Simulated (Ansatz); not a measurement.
Harmonic frequencies (cm⁻¹) at PBE0-D4/def2-TZVP from Ansatz: 68, 133, 143, 220, 266, 442, 459, 576, 628, 682, 714, 771, 831, 940, 984, 989, 1054, 1090, 1259, 1260, 1408, 1443, 1492, 1499, 2197, 2209, 2405, 2415, 3043, 3045, 3086, 3113, 3117.

Each molecule was computed in one conformer, which needn't be the lowest.

(1) Which molecule is it?
A. `C[SiH2]P`
B. `[NH2][SnH]1[S]C[S]1`
C. `CC[SiH2]P`
D. `CN1BNP1`

## Answers

(1) C.
